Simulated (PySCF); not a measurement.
PySCF 2.14 output of an unrestricted PBE0 calculation on a single atom or ion in aug-cc-pVQZ, with the non-relativistic Hamiltonian (point nucleus):

```
SCF conv_tol = 1e-09
number electrons alpha = 4  beta = 2
    C. Adamo and V. Barone.,  J. Chem. Phys. 110, 6158 (1999)
    M. Ernzerhof and G. E. Scuseria.,  J. Chem. Phys. 110, 5029 (1999)
cycle= 1 E= -54.0051008252575  delta_E= -0.00334  |g|= 0.0113  |ddm|= 0.187
cycle= 2 E= -54.00515733561  delta_E= -5.65e-05  |g|= 0.00196  |ddm|= 0.0132
cycle= 3 E= -54.0051590618404  delta_E= -1.73e-06  |g|= 0.000394  |ddm|= 0.00311
cycle= 4 E= -54.0051591108392  delta_E= -4.9e-08  |g|= 1.4e-05  |ddm|= 0.000831
cycle= 5 E= -54.0051591109146  delta_E= -7.54e-11  |g|= 1.11e-06  |ddm|= 2.27e-05
converged SCF energy = -54.0051591109146  <S^2> = 2.002726  2S+1 = 3.0018168
```

The run itself started from symmetry-adapted Hartree-Fock orbitals and held the occupation by maximum overlap, on a logarithmic radial grid, so the iterations belong to that start.

Which element, charge and spin multiplicity is this?

N⁺ (nitrogen, charge +1), multiplicity 3; the state was [He] 2s2 2p2, high-spin 3P determinant.
